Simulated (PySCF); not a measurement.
## First-order multiplets

Numbering as in the mapped SMILES `[CH2:1]=[CH:2][B@H-:3]([C:4]#[N:5])[NH2+:6][CH3:7]`; H(Xn) means a hydrogen on atom n. Ha(C1) is cis to B3; Ha(N6) is pro-R; Hb(N6) is pro-S; Hb(C1) is trans to B3.

Computed data (PySCF): spin–spin couplings from B3LYP/pcJ-1 (spin–dipole term only in couplings to heteroatoms), shielding tensors at CAM-B3LYP/pcSseg-1 (GIAO), geometry from PBE0-D3(BJ)/def2-SVP. One computed conformer, averaged over atoms made equivalent by symmetry, fast rotation or ring inversion, no solvent model, non-relativistic.

Scale: TMS for ¹H (σref 31.33) and ¹³C (σref 182.45) (reference shieldings calculated alike).

Spectrometer: 400 MHz for ¹H. First-order analysis; couplings under 1 Hz (under 4 Hz in carbon signals) are ignored, and nearly equal couplings are merged; the smaller ones broaden or split the lines further.

Q: What pattern does Ha(C1) show (¹H)?

A: A doublet of doublets at δ 4.59: 21.7 Hz to H(C2) (1 × ¹H, 3 bonds away), 1.7 Hz to Hb(C1) (1 × ¹H, 2 bonds away). Lines in Hz from the centre (relative intensity): +11.7 (1), +10.0 (1), -10.0 (1), -11.7 (1). The outer lines are 23.4 Hz apart, the sum of the couplings kept, or 0.058 ppm at this field.

Q: What pattern does Hb(C1) show (¹H)?

A: A doublet of doublets at δ 5.34: 15.2 Hz to H(C2) (1 × ¹H, 3 bonds away), 1.7 Hz to Ha(C1) (1 × ¹H, 2 bonds away). Lines in Hz from the centre (relative intensity): +8.4 (1), +6.8 (1), -6.8 (1), -8.4 (1). The outer lines are 16.9 Hz apart, the sum of the couplings kept, or 0.042 ppm at this field.

Q: What pattern does C2 show in the proton-coupled ¹³C spectrum?

A: A doublet of doublets at δ 162.1: 148.6 Hz to H(C2) (1 × ¹H, 1 bond away), 6.9 Hz to H(B3) (1 × ¹H, 2 bonds away). Lines in Hz from the centre (relative intensity): +77.8 (1), +70.8 (1), -70.8 (1), -77.8 (1). The outer lines are 155.5 Hz apart, the sum of the couplings kept, or 1.546 ppm at this field.

Q: What pattern does C1 show in the proton-coupled ¹³C spectrum?

A: A doublet of doublets of triplets at δ 119.5: 172.0 Hz to Hb(C1) (1 × ¹H, 1 bond away), 151.8 Hz to Ha(C1) (1 × ¹H, 1 bond away), 4.4 Hz to H(B3) and H(C2) (2 × ¹H, 2 or 3 bonds away). Lines in Hz from the centre (relative intensity): +166.3 (1), +161.9 (2), +157.5 (1), +14.5 (1), +10.1 (2), +5.7 (1), -5.7 (1), -10.1 (2), -14.5 (1), -157.5 (1), -161.9 (2), -166.3 (1). The outer lines are 332.6 Hz apart, the sum of the couplings kept, or 3.307 ppm at this field.

OH/NH shifts are gas-phase values; hydrogen bonding in solution moves them, usually downfield. Hydrogens on boron are broadened and split by ¹¹B (spin 3/2, 80 %) and 10B (spin 3). Unscaled 3J(H,H) at this level run about 10 % above measured values. 3J across rotatable bonds or in flexible rings reflects this conformer alone.
